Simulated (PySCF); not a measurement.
**Ionisation energy of Yb²⁺ by level of theory**

Yb²⁺ [Xe] 4f14 (1S) → Yb³⁺ [Xe] 4f13 (2F), as a difference of total energies. Calculation: PySCF 2.14, in cc-pVDZ-X2C (8s7p5d3f1g, 84 functions); scalar relativity by spin-free X2C-1e. Correlated levels: valence: [Kr] 4d10 frozen; valence and next inner shell: [Ar] 3d10 frozen. The calculations carry no spin-orbit coupling.

**Question.** Order these methods by the ionisation energy they give, lowest first.
A. M06-L
B. LDA
C. SCS-MP2 (valence and next inner shell)
D. PBE0

**Answer.** D (24.840 eV), A (25.225 eV), C (25.323 eV), B (26.341 eV).

A first-order spin-orbit estimate (lowest level to lowest level, LS coupling) adds -0.606 eV.

Errors of the correlated levels include the incompleteness of this basis and the frozen core.

For comparison: 25.053 ± 0.025 eV (semi-empirical (NIST evaluation); NIST Atomic Spectra Database, ionization energies).
